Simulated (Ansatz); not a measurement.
Ansatz results at the PBE0-D4/def2-TZVP geometry: LUMO energy (ωB97M-V/def2-TZVPP) 1.24 eV; LUMO energy (PBE/def2-TZVPP) -1.25 eV; HOMO–LUMO gap (B3LYP/def2-TZVPP) 6.40 eV.

Each molecule was computed in one conformer, which needn't be the lowest.

Task: Which molecule gave them?
A. `CC[SiH2]C`
B. `N[SiH2][SiH3]`
C. `N[SiH2]O[SiH2][SiH3]`
D. `N[Si](O)([SiH3])[SiH3]`

Result: D. The others give `CC[SiH2]C`: 2.40, 0.17, 8.70; `N[SiH2][SiH3]`: 1.50, -0.97, 6.78; `N[SiH2]O[SiH2][SiH3]`: 1.62, -0.98, 7.32.

B3LYP here is the variant with VWN-RPA as its local correlation; programs differ in this.
